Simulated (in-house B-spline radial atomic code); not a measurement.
Radial electron density of the bromine ion Br²⁺, [Ar] 3d10 4s2 4p3. Computed with a B-spline radial code for spherical atoms: scalar-relativistic (X2C) wB97X, spin-polarised, spherical fractional occupations, exact exchange averaged over the configuration, Fermi nucleus of rms radius 4.1629 fm.

One-electron X2C: radii and densities carry no picture-change correction, so inner-shell <1/r> comes out high (for 1s by about 2 % at Z = 33, 5 % at 54, 10 % at 75, 30 % at 118) and <r> low.

Columns: r (bohr), 4πr²n(r) (electrons per bohr), bar.

```
 0.00154    1.231 #
 0.00188    1.729 #
 0.00229    2.409 ##
 0.00279    3.338 ###
 0.00341    4.617 ####
 0.00415    6.288 #####
 0.00507    8.527 #######
 0.00618    11.37 ##########
 0.00753    14.93 #############
 0.00919    19.25 #################
  0.0112    24.21 #####################
  0.0137    29.68 ##########################
  0.0167    35.01 ##############################
  0.0203    39.54 ##################################
  0.0248    42.65 #####################################
  0.0302    43.51 ######################################
  0.0368    42.03 ####################################
  0.0449    38.94 ##################################
  0.0548    36.07 ###############################
  0.0668    35.68 ###############################
  0.0814    39.12 ##################################
  0.0993    45.39 #######################################
   0.121    50.73 ############################################
   0.148    50.71 ############################################
    0.18    44.02 ######################################
    0.22    34.21 ##############################
   0.268    28.32 #########################
   0.326    29.41 ##########################
   0.398    33.85 #############################
   0.485    34.59 ##############################
   0.592    28.46 #########################
   0.722    18.66 ################
    0.88    10.47 #########
    1.07    6.176 #####
    1.31    4.649 ####
     1.6    3.882 ###
    1.95    2.745 ##
    2.37     1.49 #
    2.89   0.5665 
    3.53    0.142 
     4.3  0.02472 
    5.25 0.002552 
     6.4 0.0001463
```

On this grid the curve has 3 maxima, near 0.0302, 0.121, 0.485 bohr.

The 4s up radial function P(r) = rR(r), positive near the nucleus:

| r (bohr) | P |
| --- | --- |
| 0.000571 | 0.01376 |
| 0.00085 | 0.01954 |
| 0.00126 | 0.02752 |
| 0.00188 | 0.03874 |
| 0.00279 | 0.05375 |
| 0.00415 | 0.0736 |
| 0.00618 | 0.09847 |
| 0.00919 | 0.1267 |
| 0.0137 | 0.1533 |
| 0.0203 | 0.166 |
| 0.0302 | 0.1451 |
| 0.0449 | 0.06577 |
| 0.0814 | -0.1625 |
| 0.121 | -0.2743 |
| 0.18 | -0.1725 |
| 0.268 | 0.176 |
| 0.398 | 0.4408 |
| 0.592 | 0.1886 |
| 0.88 | -0.4692 |
| 1.31 | -0.893 |
| 1.95 | -0.6999 |
| 2.89 | -0.2581 |
| 4.3 | -0.03825 |
| 6.4 | -0.001757 |
